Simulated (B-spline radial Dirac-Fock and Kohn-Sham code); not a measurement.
**Relativistic shifts of the levels of Zn²⁺**

System: Zn²⁺ in the configuration 1s2 2s2 2p6 3s2 3p6 3d10.

Both columns are ΔSCF binding energies of the configuration average from a radial atomic solver: non-relativistic Hartree-Fock with a point nucleus, and Dirac-Fock with a finite nucleus and the Coulomb interaction alone, averaged over the two j levels with weights 2j+1.

```tsv
shell	Hartree-Fock (eV)	Dirac-Fock (eV)	shift (eV)	shift (%)
1s	9587.5	9707.8	+120.27	+1.25
2s	1203.7	1230.4	+26.62	+2.21
2p	1054.1	1060.1	+6.01	+0.57
3s	168.0	172.4	+4.42	+2.63
3p	119.7	120.8	+1.15	+0.96
3d	37.48	37.14	-0.34	-0.91
```

Relativity binds 1s, 2s, 2p, 3s, 3p more strongly, among those listed most of all 3s in relative terms, and 3d more weakly, because the contracted s and p shells screen the nucleus better.

Values without a named source are computed, but for edge energies of neutral atoms, which are taken from tables.
